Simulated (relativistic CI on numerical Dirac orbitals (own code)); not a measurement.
**Re5+: 5d valence photoemission**

Computed with this model: Dirac-Coulomb-Breit CI, separate exchange-only KLI orbitals for each configuration, model QED, valence Slater integrals scaled by 0.8, multiplet model of photoemission in the sudden approximation; configurations [Xe] 4f14 5d2 → [Xe] 4f14 5d; 300 K; Lorentzian 0.21 eV and Gaussian 0.5 eV FWHM. Energies are those of the free ion, without screening or charge transfer. The energies are binding energies and can lie tens of eV above those of solids. S is read from ⟨S²⟩ = S(S + 1).

Field parameters in Wybourne normalisation: D4h B²₀ = −7Ds, B⁴₀ = 21(Dq − Dt), B⁴₄ = 21√(5/14) Dq. The field is a parameter set, without covalency.

free ion: ground-state S = 0.93, centroid 67.01 eV. Peaks (eV, height): 67.0 (100), 68.2 (7).

D4h, 10Dq = 17600, Ds = -720, Dt = -690 cm⁻¹: ground-state S = 0.96, centroid 67.75 eV. Peaks (eV, height): 67.7 (100).

D4h, 10Dq = 16200, Ds = -930, Dt = 450 cm⁻¹: ground-state S = 0.97, centroid 67.49 eV. Peaks (eV, height): 67.5 (100).

D4h, 10Dq = 43050, Ds = 70, Dt = -340 cm⁻¹: ground-state S = 0.97, centroid 68.82 eV. Peaks (eV, height): 68.8 (100).

D4h, 10Dq = 29200, Ds = 120, Dt = 1040 cm⁻¹: ground-state S = 0.98, centroid 67.88 eV. Peaks (eV, height): 67.9 (100).

Strongest unbroadened transitions for free ion:

| Energy (eV) | Relative strength |
| --- | --- |
| 66.95 | 100.0 |
| 68.24 | 4.7 |
